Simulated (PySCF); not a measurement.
**SeCl3, doublet: structure and spectrum**

Level of theory: PySCF, UB3LYP, basis Se def2-SVP, Cl def2-SVP (no relativity, density fitting).

The structure is a minimum.

Coordinates in bohr (charge 0 multiplicity 2):
```
Se    0.0000    0.0000   -0.5032
Cl    4.2496    0.0000    0.3808
Cl   -2.1248    3.6803    0.3808
Cl   -2.1248   -3.6803    0.3808
```

```json
{
 "Point group": "C3v",
 "Bond lengths": "Se–Cl 2.297 Å (×3)",
 "Bond angles": "Cl–Se–Cl 116.0° (×3)",
 "Zero-point energy": "6.7 kJ/mol",
 "Heat capacity Cp at 298.15 K": "78.7 J/(mol K)",
 "Enthalpy at 298.15 K above 0 K": "19.47 kJ/mol",
 "Rotational constants": "0.06126, 0.06126, 0.03178 cm⁻¹",
 "Dipole moment": "0.79 D",
 "Highest occupied level (α)": "-7.15 eV",
 "Principal quadrupole moments (Buckingham, traceless) about the centre of mass": "-1.06, -1.06, 2.11 D Å",
 "Spin squared ⟨S²⟩": "0.755",
 "Rotational symmetry number": "3",
 "Entropy at 298.15 K and 1 bar (electronic part: spin only)": "369.0 J/(mol K)",
 "Atomisation energy without zero-point energy": "594 kJ/mol",
 "Lowest empty level (β)": "-4.94 eV",
 "Principal polarisabilities": "28.8, 83.9, 83.9 bohr³"
}
```

Harmonic modes (masses in u: Se 79.917, Cl 34.969):
```tsv
symmetry	ω (cm⁻¹)	IR (km/mol, summed over degenerate members)	μ (u)	type
e	31	4.1	36.78	bend
a1	141	2.6	48.30	bend
e	300	205	47.16	stretch
a1	324	1.7	36.55	stretch
```

In C3v the vibrations span 2e + 2a1.

Charges (e):
```
   atom  Mulliken  Löwdin  polar tensor  spin (Mulliken)  Mayer order to Se1
    Se1      0.54    0.35          1.38             0.47                   –
Cl2,3,4     -0.18   -0.12         -0.46             0.18                0.92
```

Mulliken populations on Se1: s 7.95, p 15.32, d 10.19.

Outer orbital energies (eV). α occupied: -11.12, -9.48, -9.48, -9.38, -9.38, -9.08, -8.41, -7.15; empty: -3.36, -3.36, 6.09, 8.99. β occupied: -12.25, -10.47, -9.40, -9.40, -9.02, -9.02, -9.01, -8.27; empty: -4.94, -3.09, -3.09, 6.36.

Other isomers or separated fragments may lie lower.

The final relaxation and frequency run took 81 s on 2 threads of a shared Arm Neoverse N1 host, with 86 basis functions and 10 gradients; the process peaked at 1 GiB. Launch command: `OMP_NUM_THREADS=2 python axn.py task.json out`.
